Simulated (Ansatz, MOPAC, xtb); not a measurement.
Spectroscopic constants of NaF-, multiplicity 2 (lowest of 2S+1 = 2, 4 at CCSD(T)/def2-TZVPP on PBE0 minima; our sources give no spin for the ground state, which may be another).

Seven points along R, fitted to fifth degree in 1/R; most abundant isotopes. Runs in def2 and cc sets follow the lowest solution found near the PBE0 minimum.

The values were computed with Ansatz (an electronic-structure program); MOPAC for AM1, PM3, PM6 (differences of heats of formation); xtb for the GFN methods. Each number belongs to the level named beside it. The GFN methods have no spin term and hold the electronic entropy of 300 K.

| level | r_e (Å) | ω_e (cm⁻¹) | α_e (cm⁻¹) | ω_e x_e (cm⁻¹) |
|---|---|---|---|---|
| AM1 | 1.939 | 791 | 0.0033 | 6.0 |
| PM3 | 1.971 | 494 | 0.0010 | 1.2 |
| PM6 | 2.087 | 377 | 0.0082 | 8.3 |
| GFN1-xTB | 1.988 | 243 | 0.014 | 4.9 |
| SVWN5/def2-TZVPP | 1.975 | 457 | 0.0054 | 4.1 |
| PBE/def2-TZVPP | 2.020 | 428 | 0.0051 | 3.7 |
| r2SCAN/def2-TZVPP | 2.003 | 445 | 0.0052 | 4.0 |
| B97M-V/def2-TZVPP | 1.996 | 442 | 0.0054 | 4.2 |
| B3LYP/def2-TZVPP | 2.008 | 439 | 0.0053 | 4.0 |
| PBE0/def2-TZVPP | 2.000 | 444 | 0.0052 | 3.8 |
| BHLYP/def2-TZVPP | 1.986 | 458 | 0.0053 | 4.2 |
| CAM-B3LYP/def2-TZVPP | 1.993 | 451 | 0.0053 | 4.1 |
| wB97X-V/def2-TZVPP | 2.008 | 443 | 0.0051 | 3.8 |
| wB97M-V/def2-TZVPP | 2.007 | 440 | 0.0052 | 4.0 |
| B2PLYP/def2-TZVPP | 2.002 | 444 | 0.0053 | 4.0 |
| CCSD/def2-TZVPP | 1.994 | 451 | 0.0054 | 4.2 |
| CCSD/def2-QZVPP | 1.995 | 459 | 0.0052 | 4.6 |
| CCSD(T)/def2-TZVPP | 1.996 | 449 | 0.0054 | 4.2 |
| CCSD(T)/def2-QZVPP | 1.998 | 456 | 0.0052 | 4.6 |

Correlated levels freeze the inner cores; with def2 sets outer-core shells near the valence are correlated too. The state reached by AM1, PM3, PM6 isn't checked.
